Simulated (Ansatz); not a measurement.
Basis-set extrapolation for `[SiH3][SiH]1CS1` (PBE0-D4/def2-TZVP geometry, frozen core, Ansatz). Multiplicity 1, RHF reference.

```csv
,def2-TZVPP,def2-QZVPP
HF,-1016.797467,-1016.828202
MP2 correlation,-0.590296,-0.635070
CCSD(T) correlation,-0.677053,not run
```

Energies in hartree. Use E(X) = E(∞) + A·exp(−7.88·√X) for Hartree–Fock and E(X) = E(∞) + B·X^(−2.97) for correlation, with X = 3 and 4, and add CCSD(T) minus MP2 of the smaller set to the MP2 limit.

Problem. What is the CCSD(T) energy at the basis-set limit?

Solution. HF limit: -1016.828202 + (-0.030735) × 0.13774 = -1016.83244. MP2 limit: -0.635070 + (-0.044774) × 0.74074 = -0.66824. Higher-order term: -0.677053 − (-0.590296) = -0.08676. Total: -1017.58744 hartree, 296.5 kJ/mol below CCSD(T)/def2-TZVPP.
